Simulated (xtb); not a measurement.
BBr₃, charge -1, doublet, geometry from GFN2-xTB of the parent state (a state made from the parent by changing its charge; the spin is typed, not shown lowest); GFN1-xTB (xtb).

xtb was given this input:
```
$ xtb mol.xyz --gfn 1 --chrg -1 --uhf 1 --json

# file mol.xyz
4

B      0.01808306    -0.01978242    -0.03760993
Br    -1.50731106    -1.11118164    -0.13755349
Br     0.01971195     1.66670358    -0.86448993
Br     1.48501581    -0.55269588     1.00741627
```

Write the output that xtb gives for this input, abridged.


```
   ID    Z sym.   atoms
    1    5 B      1
    2   35 Br     2-4

           -------------------------------------------------
          |                Calculation Setup                |
           -------------------------------------------------

           -------------------------------------------------
          |                 G F N 1 - x T B                 |
           -------------------------------------------------

          ...................................................
          :                      SETUP                      :
          :.................................................:
          :  # basis functions                  34          :
          :  # atomic orbitals                  31          :
          :  # shells                           11          :
          :  # electrons                        25          :
          :  # halogen bonds                     0          :
          :  max. iterations                   250          :
          :  Hamiltonian                  GFN1-xTB          :
          :  restarted?                      false          :
          :  GBSA solvation                  false          :
          :  PC potential                    false          :
          :  electronic temp.          300.0000000     K    :
          :  accuracy                    1.0000000          :
          :  -> integral cutoff          0.2500000E+02      :
          :  -> integral neglect         0.1000000E-07      :
          :  -> SCF convergence          0.1000000E-05 Eh   :
          :  -> wf. convergence          0.2000000E-04 e    :
          :  Broyden damping             0.4000000          :
          :  net charge                         -1          :
          :  unpaired electrons                  1          :
          ...................................................

 iter      E             dE          RMSdq      gap      omega  full diag
   1    -13.3183112 -0.133183E+02  0.817E+00    1.34       0.0  T
   2    -13.3211034 -0.279225E-02  0.468E+00    1.20       1.0  T
   3    -13.3210964  0.700186E-05  0.520E-01    1.22       1.0  T
   4    -13.3211126 -0.161871E-04  0.166E-03    1.21      30.2  T
   5    -13.3211126 -0.295399E-08  0.507E-04    1.21      98.7  T
   6    -13.3211126 -0.410338E-12  0.339E-06    1.21   14732.7  T
   7    -13.3211126 -0.177636E-13  0.135E-08    1.21  100000.0  T

   *** convergence criteria satisfied after 7 iterations ***

         :::::::::::::::::::::::::::::::::::::::::::::::::::::
         ::                     SUMMARY                     ::
         :::::::::::::::::::::::::::::::::::::::::::::::::::::
         :: total energy             -13.250878584744 Eh    ::
         :: gradient norm              0.123473648207 Eh/a0 ::
         :: HOMO-LUMO gap              1.207220413907 eV    ::
         ::.................................................::
         :: SCC energy               -13.321112607663 Eh    ::
         :: -> electrostatic           0.149194928757 Eh    ::
         :: repulsion energy           0.072178468122 Eh    ::
         :: dispersion energy         -0.001944445203 Eh    ::
         :: halogen bond corr.         0.000000000000 Eh    ::
         :: add. restraining           0.000000000000 Eh    ::
         :: total charge              -1.000000000000 e     ::
         :::::::::::::::::::::::::::::::::::::::::::::::::::::

           -------------------------------------------------
          |                Property Printout                |
           -------------------------------------------------

    * Orbital Energies and Occupations

         #    Occupation            Energy/Eh            Energy/eV
      -------------------------------------------------------------
         1        2.0000           -0.4249712             -11.5641
         2        2.0000           -0.4233517             -11.5200
         3        2.0000           -0.4233517             -11.5200
         4        2.0000           -0.2850087              -7.7555
         5        2.0000           -0.2125365              -5.7834
         6        2.0000           -0.2125365              -5.7834
         7        2.0000           -0.1970745              -5.3627
         8        2.0000           -0.1585619              -4.3147
         9        2.0000           -0.1585619              -4.3147
        10        2.0000           -0.1523448              -4.1455
        11        2.0000           -0.1523448              -4.1455
        12        2.0000           -0.1462495              -3.9797
        13        1.0000            0.0196061               0.5335 (HOMO)
        14                          0.0639706               1.7407 (LUMO)
        15                          0.1298218               3.5326
        16                          0.1298218               3.5326
        17                          0.1792384               4.8773
        18                          0.1796403               4.8883
        19                          0.1796403               4.8883
        20                          0.1930027               5.2519
        21                          0.1930027               5.2519
        22                          0.2048417               5.5740
        23                          0.2126126               5.7855
        24                          0.2126126               5.7855
       ...                                ...                  ...
        31                          0.8455277              23.0080
      -------------------------------------------------------------
                  HL-Gap            0.0443645 Eh            1.2072 eV
             Fermi-level           -0.0107667 Eh           -0.2930 eV

  Mulliken/CM5 charges         n(s)   n(p)   n(d)
     1B    -0.12260 -0.42056   0.978  2.145  0.000
     2Br   -0.29247 -0.19315   1.925  5.282  0.086
     3Br   -0.29247 -0.19315   1.925  5.282  0.086
     4Br   -0.29247 -0.19315   1.925  5.282  0.086

Wiberg/Mayer (AO) data.
largest (>0.10) Wiberg bond orders for each atom

 ---------------------------------------------------------------------------
     #   Z sym  total        # sym  WBO       # sym  WBO       # sym  WBO
 ---------------------------------------------------------------------------
     1   5 B    3.369 --     2 Br   1.123     4 Br   1.123     3 Br   1.123
     2  35 Br   1.275 --     1 B    1.123
     3  35 Br   1.275 --     1 B    1.123
     4  35 Br   1.275 --     1 B    1.123
 ---------------------------------------------------------------------------

Topologies differ in total number of bonds
Writing topology from bond orders to xtbtopo.mol

 dipole moment from electron density (au)
     X       Y       Z
  -0.0136   0.0149   0.0282  total (Debye):    0.088

           -------------------------------------------------
          | TOTAL ENERGY              -13.250878584744 Eh   |
          | GRADIENT NORM               0.123473648207 Eh/α |
          | HOMO-LUMO GAP               1.207220413907 eV   |
           -------------------------------------------------

normal termination of xtb
```
